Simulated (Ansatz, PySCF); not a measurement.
Breaking a bond: CBe, lowest triplet found (which spin is the ground state isn't settled by this scan).

Levels of theory: UKS-B3LYP/LANL2DZ = unrestricted B3LYP/LANL2DZ (PySCF); UKS-M06-2X/6-31G* = unrestricted M06-2X/6-31G*, spherical d run with PySCF; UKS-B3LYP/3-21G = unrestricted B3LYP/3-21G (PySCF); FCI = full CI/aug-cc-pVDZ, frozen core run with Ansatz (a first-principles code).

Energies relative to the lowest point of each curve between 1.42 and 2.03 Å, where full CI is lowest, in eV; the last columns give the difference from FCI:

```
R / Å  UKS-B3LYP/LANL2DZ  UKS-M06-2X/6-31G*  UKS-B3LYP/3-21G    FCI  UKS-B3LYP/LANL2DZ − FCI  UKS-M06-2X/6-31G* − FCI  UKS-B3LYP/3-21G − FCI
-----  -----------------  -----------------  ---------------  -----  -----------------------  -----------------------  ---------------------
1.25               3.179              2.960            3.123  3.346                   -0.168                   -0.387                 -0.223
1.33               1.947              1.681            1.932  1.963                   -0.016                   -0.282                 -0.031
1.42               0.942              0.765            0.938  0.967                   -0.025                   -0.202                 -0.029
1.50               0.415              0.301            0.413  0.436                   -0.020                   -0.134                 -0.023
1.55               0.214              0.134            0.210  0.229                   -0.016                   -0.096                 -0.019
1.65               0.019              0.000            0.017  0.024                   -0.005                   -0.024                 -0.007
1.69               0.000              0.003            0.000  0.000                    0.000                    0.003                  0.000
1.75               0.016              0.050            0.021  0.010                    0.006                    0.040                  0.011
1.78               0.041              0.089            0.049  0.031                    0.009                    0.058                  0.018
1.86               0.144              0.230            0.163  0.128                    0.016                    0.102                  0.035
1.96               0.326              0.457            0.362  0.304                    0.022                    0.153                  0.058
2.03               0.471              0.633            0.520  0.447                    0.024                    0.186                  0.074
2.17               0.771              0.993            0.845  0.744                    0.027                    0.249                  0.102
2.33               1.088              1.374            1.184  1.061                    0.027                    0.313                  0.123
2.50               1.364              1.706            1.473  1.334                    0.030                    0.371                  0.139
2.76               1.659              2.028            1.774  1.609                    0.049                    0.418                  0.165
3.07               1.866              2.202            1.983  1.769                    0.097                    0.433                  0.214
3.37               1.981              2.305            2.100  1.836                    0.145                    0.469                  0.265
3.82               2.071              2.392            2.194  1.876                    0.195                    0.516                  0.319
4.34               2.112              2.422            2.238  1.892                    0.220                    0.529                  0.345
4.94               2.126              2.439            2.253  1.900                    0.226                    0.539                  0.353
5.81               2.130              2.449            2.260  1.904                    0.226                    0.544                  0.355
```

UKS-B3LYP/LANL2DZ is furthest from FCI at 4.94 (0.226 eV, above); its mean absolute difference over the points is 0.071 eV.

UKS-M06-2X/6-31G* is furthest from FCI at 5.81 (0.544 eV, above); its mean absolute difference over the points is 0.275 eV.

UKS-B3LYP/3-21G is furthest from FCI at 5.81 (0.355 eV, above); its mean absolute difference over the points is 0.132 eV.

The unrestricted determinant behind UKS-B3LYP/LANL2DZ is spin-contaminated at 1.25 to 2.76 Å (<S²> up to 2.8, against 2.00 for a pure triplet). The unrestricted determinant behind UKS-M06-2X/6-31G*, UKS-B3LYP/3-21G is spin-contaminated at 1.25 to 2.50 Å (<S²> up to 2.8, against 2.00 for a pure triplet). Also computed but left out beside FCI, since their determinant holds another spin at the minimum (<S²> over 0.7 above the pure value): UHF, UMP2, UCCSD, UCCSD(T), UCCSDT, UCCSDT(Q).
